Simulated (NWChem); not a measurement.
Species: HfH₂I₂; SMILES [HfH2]([I])[I]

```xyz
5

Hf     0.0000     0.0000    -0.8026
I      2.3076     0.0000     0.5810
I     -2.3076     0.0000     0.5810
H      0.0000     1.4643    -1.8977
H      0.0000    -1.4643    -1.8977
```
Atoms are numbered in this order, from 1.

All runs: NWChem. The geometry was optimised at PBE0/def2-SVP. def2 effective core potentials on I, Hf; no spin-orbit coupling.

Task: Estimate the computed values for B3LYP/def2-SVP. Quantities: highest occupied level (eV); orbital gap (eV); dipole (D).

Result: 
```
Property                     Value
---------------------------  -----
highest occupied level (eV)  -7.94
orbital gap (eV)              5.17
dipole (D)                    0.26
```
